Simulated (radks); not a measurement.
Task: All-electron atom: Ga in [Ar] 3d10 4s1.5 4p1.5 (fractional occupations, a model configuration). Method: Dirac Kohn-Sham, LDA (Slater exchange, Perdew-Wang correlation), spin-unpolarised, spherical densities, point nucleus; open shells fill j = l - 1/2 first; computed with a radial shooting solver on a logarithmic mesh with Libxc functionals.

Spin-orbit splittings of the eigenvalues, e(l+1/2) - e(l-1/2), with zeta = 2 splitting/(2l+1) and mean radii in bohr:

| shell | occ. | splitting (eV) | zeta (eV) | <r> j=l-1/2 | <r> j=l+1/2 |
|---|---|---|---|---|---|
| 2p | 6 | 27.59 | 18.40 | 0.1885 | 0.1920 |
| 3p | 6 | 3.640 | 2.426 | 0.6725 | 0.6835 |
| 3d | 10 | ? | ? | 0.8056 | 0.8120 |
| 4p | 1.5 | 0.1305 | 0.08703 | 3.237 | 3.301 |

Estimate the 3d splitting.

Result: 0.4639 eV (zeta = 0.1856 eV).
